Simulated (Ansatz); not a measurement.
A nudged elastic band was laid between two geometries of Cl2FGeH + ClH (7 atoms, charge 0, multiplicity 1).

Method: RKS BLYP/def2-SVP (Ansatz 0.2.0).

```
movable images  : 7
climbing image  : yes
spring          : 5.0 eV/Å²
optimiser       : quadratic models (default)
start path      : through a guess of the saddle point
force threshold : 0.05 eV/Å
iteration limit : 60
end points      : relaxed
```

First end point:

```xyz
7
Properties=species:S:1:pos:R:3
Ge -0.017 -0.327 -0.167
H 0.299 -0.731 1.284
Cl 1.712 -0.368 -1.469
Cl -0.963 1.647 -0.262
F -1.190 -1.445 -0.830
Cl 1.630 2.051 2.409
H 0.648 2.424 1.633
```

Last end point:

```xyz
7
Properties=species:S:1:pos:R:3
Ge 0.565 0.836 -0.783
H -0.361 -0.463 2.955
Cl 1.671 -0.525 -2.045
Cl -1.050 1.776 -1.868
F -0.148 -0.107 0.508
Cl 1.867 2.304 0.120
H -0.424 -0.570 3.712
```

Task: Which bonds break or form, and what moves?

Result: Bonds broken: Ge1–H2, Cl6–H7. Bonds formed: Ge1–Cl6, H2–H7. Cl2FGeH + ClH becomes Cl3FGe + H2.

Task: Give the energies along the band, and the barrier.

Result: The run converged. The highest image is number 4 of 0 to 8, 1.79 eV above the first end and 2.13 eV above the last; the last end lies 0.35 eV below the first. Neighbouring images differ by up to 1.5 eV, so the band resolves the path poorly. A vibrational analysis at the climbing image gives one clearly imaginary mode, 1059i cm⁻¹: a first-order saddle point. The orbitals stay closed-shell, which can raise the energy where a bond breaks towards radicals; this wasn't checked here.

| image | path coordinate (Å) | energy (eV) | Ge1–H2 (Å) | Cl6–H7 (Å) | Ge1–Cl6 (Å) |
| --- | --- | --- | --- | --- | --- |
| 0 | 0.00 | 0.00 | 1.54 | 1.31 | 3.87 |
| 1 | 1.00 | 0.05 | 1.54 | 1.30 | 3.87 |
| 2 | 2.00 | 0.11 | 1.54 | 1.30 | 3.78 |
| 3 | 3.00 | 0.33 | 1.56 | 1.31 | 3.31 |
| 4 | 4.01 | 1.79 | 1.81 | 1.68 | 2.56 |
| 5 | 5.04 | 0.38 | 2.55 | 2.30 | 2.22 |
| 6 | 6.07 | -0.23 | 3.25 | 2.86 | 2.17 |
| 7 | 7.10 | -0.34 | 3.67 | 4.00 | 2.16 |
| 8 | 8.12 | -0.35 | 4.06 | 5.14 | 2.16 |

Task: What is the geometry of the highest image?

Result: 
```xyz
7
Properties=species:S:1:pos:R:3:forces:R:3
Ge 0.145 0.341 -0.066 -0.01 -0.01 0.00
H 0.123 -0.211 1.660 0.00 0.00 0.00
Cl 1.864 -0.123 -1.303 0.00 0.00 0.00
Cl -1.277 1.840 -0.725 0.00 0.00 0.00
F -0.814 -1.134 -0.257 0.00 0.00 0.00
Cl 1.438 1.976 1.427 0.00 0.00 0.00
H 0.642 0.562 1.863 0.00 0.00 0.00
```

The run took 3.9 min on 2 threads of Arm Neoverse V1 (shared host), peak memory 0.18 GiB.
